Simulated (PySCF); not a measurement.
CH9NSi4, SMILES [SiH3][SiH2][Si@H]1C=N[SiH2]1. Geometry optimised at PBE-D3(BJ)/def2-SVP. The structure was generated by enumeration; whether it is a known compound was not checked. Other conformers were not sampled.

### Question
Give the equilibrium geometry at PBE-D3(BJ)/def2-SVP (PySCF confirms it by a frequency run) as Cartesian coordinates in Å. (An estimate is asked for; the answer gives what the named calculation found.)

### Answer
Several could match; the one computed here: 
```xyz
15

Si     1.6097     1.2096    -1.4344
Si     1.6676    -0.9238    -0.4411
Si    -0.2342    -1.0636     0.9393
C     -0.6460     0.7030     1.6466
N     -1.6326     1.2271     0.9844
Si    -2.1788    -0.1702    -0.0557
H      0.2801     1.4121    -2.1103
H      2.7046     1.3673    -2.4554
H      1.7761     2.2592    -0.3695
H      1.6155    -2.0006    -1.4958
H      2.9410    -1.0968     0.3489
H     -0.1985    -2.2560     1.8680
H     -0.1282     1.2944     2.4410
H     -2.2710     0.1583    -1.5214
H     -3.5166    -0.6745     0.4110
```
Charge 0, spin multiplicity 1.
